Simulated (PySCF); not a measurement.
# What a mistake does to a calculation on Cl2HOSi anion

Calculated results; nothing here was measured. The program is PySCF 2.14.0, an open-source quantum chemistry code, run on an isolated molecule that a program drew, which may never have been made. The molecule is Cl2HOSi anion (charge -1, singlet), drawn as the SMILES string `[O-][SiH](Cl)Cl`.

Each row is a Hartree-Fock (HF) and frozen-core CCSD(T) single point in the aug-cc-pV(D+d)Z basis, meant for a local HF minimum. Run 1 is clean. Each other run has one planted mistake out of seven kinds, and not every kind appears here: one electron removed, one electron added, multiplicity raised by two, geometry at a saddle point, minimal basis STO-3G, one bond length entered in bohr, all coordinates scaled. The reference is restricted for singlets and unrestricted otherwise, and also for a bond in bohr. Adding or removing an electron swaps singlet and doublet. Electrons count all cores. HOMO and LUMO are orbital energies over both spins, the gradient is its largest component, and the lowest frequency (negative if imaginary) is given only where the gradient is small. Bond lengths are over the 4 bonds as drawn. T1 is the CCSD diagnostic: over 0.02 (restricted) or 0.045 (unrestricted) a single reference is doubtful.

Geometry of the clean run:
```xyz
5
Cl2HOSi anion, angstrom
O    -2.4567    0.5249    1.4783
Si   -1.3640   -0.4036    1.9964
Cl   -1.3792   -0.7447    4.1204
Cl    0.6499    0.2892    1.6938
H    -1.2574   -1.7894    1.4952
```

```
run  electrons  basis functions  <S^2>  HOMO (eV)  LUMO (eV)  gradient (hartree/bohr)  lowest frequency (cm^-1)  mean bond (Å)  longest bond (Å)      T1  HF (hartree)  CCSD(T) (hartree)                 mistake
  1         58              128  0.000      -6.52       4.62                  2.4e-05                       181         1.8262             2.151  0.0148   -1283.59989        -1284.26686                no fault
  2         57              128  0.757     -12.39      -1.18                  1.4e-01                         -         1.8262             2.151  0.0205   -1283.47492        -1284.08177    one electron removed
  3         58              128  0.000      -6.67       4.44                  7.7e-02                         -         1.9869             2.341  0.0181   -1283.56343        -1284.24624  all coordinates scaled
  4         58              128  2.007       0.99       2.69                  1.2e-01                         -         1.8262             2.151  0.0560   -1283.43546        -1284.05128                       ?
  5         58               33  0.000      -1.19      14.61                  2.8e-02                         -         1.8262             2.151  0.0199   -1269.17872        -1269.29476                       ?
```

**Which mistake was planted in run 4, and what did it cost?**

Electrons, basis and geometry are unchanged, and <S^2> is 2.007, beside S(S+1) = 2.00 for a multiplicity of 3. So the mistake is: multiplicity raised by two. Subtracting run 1 and multiplying by 627.51 kcal/mol a hartree, the energy moved by 103.2 kcal/mol in HF and 135.3 kcal/mol in CCSD(T).

**Which mistake was planted in run 5, and what did it cost?**

It has 33 basis functions where the clean run has 128, with the same electrons and geometry. So the mistake is: minimal basis STO-3G. Subtracting run 1 and multiplying by 627.51 kcal/mol a hartree, the energy moved by 9049.4 kcal/mol in HF and 9395.1 kcal/mol in CCSD(T).

Cautions from the logs. Run 4: T1 is over the limit, so its CCSD(T) energy is less reliable and the HOMO is above zero, so the electron isn't bound and the energy depends on the basis.
